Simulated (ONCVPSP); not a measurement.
# Logarithmic derivatives: Ce, ONCV

```json
{
  "Element": "cerium",
  "Generator": "ONCVPSP 4.0.1",
  "Type": "optimised norm-conserving Vanderbilt (ONCV)",
  "Functional": "PBE",
  "Relativity": "fully relativistic",
  "Frozen core": "[Kr] 4d10",
  "Valence charge": "12",
  "Reference configuration": "4f1 5s2 5p6 5d1 6s2",
  "Partial waves": "5s+6s: rc 2.75 bohr, ncon 4, nbas 8, qcut 5.1 1/bohr, 2 projectors; 5p: rc 1.75 bohr, ncon 5, nbas 9, qcut 4.5 1/bohr, 3 projectors, debl 3.9 Ha; 5d: rc 3.90 bohr, ncon 4, nbas 9, qcut 4.3 1/bohr, 2 projectors, debl 1.4 Ha; 4f: rc 1.45 bohr, ncon 3, nbas 8, qcut 9.5 1/bohr, 2 projectors, debl 2.5 Ha",
  "Local potential": "polynomial inside 1.05 bohr (lpopt 3, dvloc0 0 Ha)",
  "Core correction": "polynomial model core, fcfact 0.45"
}
```

Open shells are filled in proportion to 2j + 1.

The phase is arctan(r·R′/R) of the radial function R(r), unwrapped; energies in Ha, scanned from -3 to 5 Ha. A pole is an energy at which the radial function vanishes at the test radius. The pseudo phase is shifted by a multiple of π to meet the all-electron one at the reference energy, and phase errors are pseudo minus all-electron; the curves can meet again beyond the range given. Levels narrower than the energy grid can be missing from the lists of poles.

| channel | radius (bohr) | reference energy (Ha) | poles, all-electron | poles, pseudo | unbroken range about the reference energy with phases within 0.05 rad | phase error 1 Ha above the reference energy (rad) |
| --- | --- | --- | --- | --- | --- | --- |
| s | 2.79 | -0.14 | -1.41, 1.89 | -1.41, 1.86 | below 3.0 | -0.001 |
| p3/2 | 1.77 | -0.82 | 1.40 | 1.40 | the whole range | -0.000 |
| p1/2 | 1.77 | -0.92 | 1.05 | 1.05 | the whole range | -0.000 |
| d5/2 | 3.95 | -0.11 | 0.02, 1.43, 3.71 | 0.02, 0.21, 1.43, 4.03 | below 0.2 | -3.141 |
| d3/2 | 3.95 | -0.12 | 0.00, 1.41, 3.68 | 0.00, 1.41, 4.02 | below 2.1 | +0.000 |
| f7/2 | 1.47 | -0.19 | 0.51 | 0.51 | the whole range | +0.000 |
| f5/2 | 1.47 | -0.20 | 0.48 | 0.48 | the whole range | +0.000 |

Note: ghosts flagged at negative energy: s at -87.5 eV; GHOST(+) flagged for d5/2 at 5.5 eV, d3/2 at 34.1 eV, p3/2 at 248.7 eV, p1/2 at 287.9 eV. A true bound ghost makes a file unfit for plane-wave use.

Phases in the f5/2 channel:

```tsv
E (Ha)	all-electron	pseudo
-2.98	1.182	1.182
-2.54	1.129	1.130
-2.10	1.051	1.051
-1.66	0.917	0.918
-1.22	0.638	0.638
-0.78	-0.064	-0.065
-0.34	-0.978	-0.979
0.10	-1.394	-1.394
0.54	-1.591	-1.591
0.98	-1.723	-1.723
1.42	-1.842	-1.842
1.86	-1.980	-1.980
2.30	-2.178	-2.178
2.74	-2.513	-2.514
3.18	-3.077	-3.075
3.62	-3.680	-3.675
4.06	-4.055	-4.048
4.50	-4.261	-4.253
4.94	-4.385	-4.376
```
